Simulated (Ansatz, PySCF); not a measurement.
Gas-phase reaction (SMILES): [OH][Al]([OH])[Cl] + Cl (HCl) -> [OH][Al]([Cl])[Cl] + O (H2O); hydrogen chloride cleaves one Al-O bond, a model of a ligand-exchange step.

Geometries: B3LYP-D3(BJ)/def2-TZVP minima from Ansatz (a program for electronic structure), one conformer each, not searched for the lowest. Cores are frozen in the correlated levels unless marked. Spin-orbit coupling is left out. No relativistic terms. Basis-set limits of correlation are two-point, X^-3; Hartree-Fock from the larger set (for Q and 5 zeta extrapolated as (X+1)exp(-9√X)). Thermal terms are rigid-rotor harmonic-oscillator values from B3LYP-D3(BJ) frequencies (Ansatz or PySCF) at 298.15 K and 1 atm. 1 Eh = 627.5095 kcal/mol.

| species | E, CCSD(T)/CBS(cc-pV(Q+d)Z,cc-pV(5+d)Z) (Ansatz) (Eh) | E, PBE/def2-TZVPD (Ansatz) (Eh) | H - E (Eh) |
|---|---|---|---|
| [OH][Al]([OH])[Cl] | -853.53481 | -854.08117 | 0.03568 |
| Cl (HCl) | -460.37772 | -460.62833 | 0.01000 |
| [OH][Al]([Cl])[Cl] | -1237.54545 | -1238.33809 | 0.02337 |
| O (H2O) | -76.37670 | -76.38111 | 0.02495 |

Task: Work out ΔE and ΔH at 298.15 K at the first level, then ΔH at the second.

Result: 
1. ΔE = [(-1237.54545) + (-76.37670)] - [(-853.53481) + (-460.37772)] = -0.00962 Eh = -6.0 kcal/mol at CCSD(T)/CBS(cc-pV(Q+d)Z,cc-pV(5+d)Z).
2. The terms H - E add up to 0.00264 Eh, so ΔH = (-0.00962 + (0.00264))×627.5095 = -4.4 kcal/mol.
3. At PBE/def2-TZVPD the same steps give ΔE = -6.1 and ΔH = -4.4 kcal/mol, a shift of +0.0 from the first level.
4. These values are not checked against measurement here, since the tables used lack a sound gas-phase enthalpy of formation for at least one species.
